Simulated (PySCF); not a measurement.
**Radial density of H (hydrogen, neutral)**

wB97M-V, 1s1, 2S determinant. All numbers are calculated (PySCF 2.14, no relativity, point nucleus, in dyall-acv3z (10s3p2d, 29 functions)).

```csv
r (bohr),4πr²ρ (e/bohr),4πr²(ρα − ρβ)
0.0254,0.002696,0.0027
0.0427,0.007329,0.0073
0.0718,0.01948,0.0195
0.121,0.04948,0.0495
0.203,0.1169,0.1169
0.342,0.2440,0.2440
0.575,0.4154,0.4154
0.966,0.5116,0.5116
1.63,0.3894,0.3894
2.73,0.1371,0.1371
4.60,0.01433,0.0143
7.74,0.0001692,0.0002
```

For one electron the Hartree and exchange-correlation energies should cancel; what remains is the self-interaction error.
